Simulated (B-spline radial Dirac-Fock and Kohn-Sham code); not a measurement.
Level of theory: the Dirac equation of a negative muon with reduced mass in the field of a spherical finite nucleus, with the Uehling potential to all orders; nuclear polarisation, deformation, hyperfine structure, self-energy, higher-order vacuum polarisation, relativistic recoil and electron screening are left out; an atomic code on a B-spline grid. The nuclear charge is a Gaussian distribution.

Task: A muonic atom of atomic mass 114.90 u emits these computed lines: 2p3/2 → 1s1/2 3405 keV, 3d5/2 → 2p3/2 942.4 keV, 4f7/2 → 3d5/2 331.5 keV, 5g9/2 → 4f7/2 152.8 keV. Which element is it, and what rms charge radius was used?

Result: Indium (Z = 49, nuclide ¹¹⁵In); the high transitions hardly feel the nucleus and fix Z. The 2p → 1s line lies 1873 keV below the value for a point nucleus without QED, which for this nuclear model gives a radius near 4.62 fm (4.6156 fm was used).
